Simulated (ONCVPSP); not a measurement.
## Configuration tests for Li (ONCV)

| Property | Result |
| --- | --- |
| Element | lithium |
| Generator | ONCVPSP 4.0.1 |
| Type | optimised norm-conserving Vanderbilt (ONCV) |
| Functional | revPBE |
| Relativity | scalar-relativistic |
| Frozen core | none |
| Valence charge | 3 |
| Reference configuration | 1s2 2s1 |
| Partial waves | 1s+2s: rc 1.05 bohr, ncon 3, nbas 6, qcut 10 1/bohr, 2 projectors; p scattering state at 0.46 Ha: rc 1.10 bohr, ncon 3, nbas 6, qcut 9 1/bohr, 2 projectors, debl 1.8 Ha; d scattering state at 0.27 Ha: rc 1.15 bohr, ncon 3, nbas 7, qcut 7.9 1/bohr, 2 projectors, debl 2.9 Ha |
| Local potential | polynomial inside 0.90 bohr (lpopt 1, dvloc0 4 Ha) |
| Core correction | none |

Energies are relative to the spin-unpolarised reference configuration 1s2 2s1; without spin polarisation the order of configurations can differ from experiment.

| valence configuration | charge | ΔE all-electron (eV) | error AE − PS (meV) |
| --- | --- | --- | --- |
| 1s2 2s0 | +1 | 5.326 | +0.3 |
| 1s2 2s0.5 | +0.5 | 2.053 | +0.1 |
| 1s1 2s1 | +1 | 68.549 | +868 |

Q: What are ΔE and the potential's error for 1s2 2s0 2p1?

A: ΔE = 1.791 eV all-electron; the error (AE − PS) is +0.4 meV.
